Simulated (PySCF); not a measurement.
Ag(NH3)2 (AgH6N2), SMILES [Ag+](<-[NH3])<-[NH3], charge +1, multiplicity 1. Heavy atoms are numbered as in [Ag+:1](<-[NH3:2])<-[NH3:6]. Hydrogens are named by the atom that carries them.

Coordinates come from a B3LYP-D3(BJ)/def2-SVP optimisation. The multiplicity is an assumed one; other spin states were not compared. The isomer is the one that the SMILES or the coordinates give; other isomers of the formula were not compared. The def2 effective core potentials stand for the cores of Ag; spin–orbit coupling is left out.

The numbers are results of r2SCAN/def2-TZVPD (PySCF), not measurements.

Mulliken values depend strongly on the basis, most of all with diffuse functions as here. ESP charges are fitted to the potential on shells at 1.4 to 2.0 van der Waals radii. Atomic charges (e), one atom of each kind:

```
atom         ESP fit  Mulliken
--------  ----------  --------
Ag1       (withheld)      0.24
N2 (NH3)  (withheld)     -0.59
H on N2   (withheld)      0.32
```

### Question
Fill in the missing entries. (An estimate is asked for; the answer gives what the named calculation found.)

### Answer

- Ag1, ESP fit: 0.43
- N2 (NH3), ESP fit: -0.82
- H on N2, ESP fit: 0.37
